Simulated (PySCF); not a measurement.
Zn(F)(I), FIZn, SMILES [F][Zn][I], B3LYP/def2-SVP optimised geometry. Atoms within 1.6 Å of the plane z = 0.0 Å (x, y, z in Å): Zn1 (-0.34, 0.00, 0.00), F2 (-2.09, 0.00, -0.01), I3 (2.09, 0.00, 0.00).

Computed with B3LYP/def2-TZVP, def2 effective core potentials past Kr (PySCF). The core electrons that the potentials of I replace are not part of the density. Cells within 0.4 Å of a nucleus heavier than hydrogen are left out (blank, or x).

Map of the LUMO amplitude (bohr^(-3/2)) on the plane z = 0.0 Å; orbital energy -2.35 eV, overall sign arbitrary:

```
|555555555555555555555555555|
|555555555555555555555555555|
|555555555555555555555555555|
|555555555555555555555555555|
|555555555555655555555555555|
|555555556666666555555555555|
|555555566666666655555555555|
|555555666666666655555566655|
|555556666677776655555666666|
|555566666778887654445666666|
|555666666678887643345677766|
|555666654688788642235787766|
|5566678x0487x796314x4898776|
|556678xxx38xxx9620xxx798776|
|5566678x0487x796305x4898776|
|555666654688788642235787766|
|555666666788887643345677766|
|555566666778887654445666666|
|555556666677777655555666666|
|555555666666766655555566655|
|555555566666666655555555555|
|555555556666666555555555555|
|555555555556655555555555555|
|555555555555555555555555555|
|555555555555555555555555555|
|555555555555555555555555555|
|555555555555555555555555555|
```
Scale: ten equal steps from -0.124 (start of '0') to 0.099 (end of '9'), in the order '0123456789'; x runs from -4.50 to 4.50, y from -4.50 (bottom) to 4.50 (top).
